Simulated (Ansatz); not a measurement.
```yaml
crystal:
  periodic: [false, false, false]
  atoms:
    - {symbol: C, position_ang: [2.365315, -0.623818, -2.147261]}
    - {symbol: C, position_ang: [1.118449, -0.015091, -1.603978]}
    - {symbol: O, position_ang: [0.151467, -0.707024, -1.220828]}
    - {symbol: O, position_ang: [1.036234, 1.257467, -1.511287]}
    - {symbol: Sn, position_ang: [-0.930941, 1.238400, -0.668654]}
    - {symbol: O, position_ang: [-2.090804, 0.143131, 0.759199]}
    - {symbol: C, position_ang: [-1.133727, 0.029731, 1.598950]}
    - {symbol: C, position_ang: [-1.368382, -0.706068, 2.873252]}
    - {symbol: O, position_ang: [-0.025146, 0.530971, 1.314362]}
    - {symbol: H, position_ang: [3.161191, -0.488969, -1.410825]}
    - {symbol: H, position_ang: [2.668329, -0.102657, -3.055516]}
    - {symbol: H, position_ang: [2.224033, -1.684691, -2.337918]}
    - {symbol: H, position_ang: [-1.944235, 1.009819, -2.022754]}
    - {symbol: H, position_ang: [-0.940303, 2.829457, -0.051260]}
    - {symbol: H, position_ang: [-0.541606, -0.554213, 3.562487]}
    - {symbol: H, position_ang: [-2.310095, -0.386469, 3.319383]}
    - {symbol: H, position_ang: [-1.458778, -1.770178, 2.642847]}
basis:
  gaussian: {orbitals: def2-SVP}
hamiltonian: {xc: {name: HF}}
correlation: {method: bccd_t}
```

```sh
$ ansatz run in.yaml --threads 5 --pin off --events-out ev --progress --plain --max-ram 66560MiB --backend cuda --devices 0, --max-vram 37GiB
```

It prints (some lines left out):

```
Functional definition: HF
1853 factors; integrals over basis functions are off by at most 1.2e-3 eV
mean field evaluation 1: about -18187.5813 eV, gradient 5.8e1 eV
mean field evaluation 2: about -18187.8613 eV, gradient 5.9e1 eV
mean field evaluation 4: about -18194.8285 eV, gradient 4.8e0 eV
mean field evaluation 8: about -18194.9230 eV, gradient 1.5e-1 eV
mean field -18194.92302663 eV, -668.6510882668 hartree, gradient 1.8e-6 eV, S^2 0.000000; 0 other end points of the search recorded, 0 dependent functions left out
12 core orbitals not correlated: weight in the atoms' cores, before any rotation towards them, 1.000 or more for the frozen orbitals, at most 0.000 for the correlated occupied ones
reference -18194.92302663 eV, -668.6510882668 hartree; 31, 31 occupied and 135, 135 virtual orbitals, 1853 factors
second order -37.63346202 eV of doubles, -0.00000000 eV of singles
cycle   1  -37.63328126 eV  change    1.8e-4 eV  update   1.8e-1
cycle   2  -38.72037289 eV  change    -1.1e0 eV  update   5.9e-2
cycle   3  -39.00420910 eV  change   -2.8e-1 eV  update   3.2e-2
cycle   4  -38.96427605 eV  change    4.0e-2 eV  update   9.2e-3
cycle   5  -38.94645070 eV  change    1.8e-2 eV  update   3.3e-3
cycle   6  -38.94607082 eV  change    3.8e-4 eV  update   1.0e-3
cycle   7  -38.94571675 eV  change    3.5e-4 eV  update   4.3e-4
cycle   8  -38.94533996 eV  change    3.8e-4 eV  update   1.3e-4
cycle   9  -38.94529679 eV  change    4.3e-5 eV  update   4.1e-5
perturbative correction -1.42728274 eV, -0.0524516733 hartree
Total energy: -18235.29560616 eV, -670.1347531992 hartree
```

Hardware: 5 threads of an AMD EPYC 7R13 on a shared host and a share of an NVIDIA H100 80 GB. Wall time 7.5 s, peak host memory 0.84 GiB.
